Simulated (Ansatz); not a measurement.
Consider the redistribution: `[CH3][Ge]([F])([SiH3])[Cl]` + `COB(N)Br` → `NB(Br)O[SiH3]` + `[CH3][Ge]([CH3])([F])[Cl]`.

Program: Ansatz. Geometries: PBE0-D4/def2-TZVP. ΔE: electronic, gas phase. CCSD(T)/CBS is the MP2 limit (def2-TZVPP, def2-QZVPP) plus CCSD(T) − MP2 in def2-TZVPP, frozen cores. For Br, Ge outer-core shells are correlated without core-valence functions, which leaves a few kJ/mol of doubt a bond. Scalar relativity is left out up to krypton. Each species was taken in one conformer, which may not be the lowest.

| species | CCSD(T)/CBS(def2) energy (Eh) |
| --- | --- |
| `[CH3][Ge]([F])([SiH3])[Cl]` | -2966.52107 |
| `COB(N)Br` | -2769.18103 |
| `NB(Br)O[SiH3]` | -3020.25562 |
| `[CH3][Ge]([CH3])([F])[Cl]` | -2715.51396 |

Problem. Work out ΔE.

Solution. ΔE = (-3020.25562) + (-2715.51396) − (-2966.52107) − (-2769.18103) = -0.06748 Eh = -177.2 kJ/mol.

Largest T1 diagnostic among the species: 0.011.

From PBE to PBE0 (25 % exact exchange), in def2-TZVPP and without D4, ΔE moves by −10.8 kJ/mol.
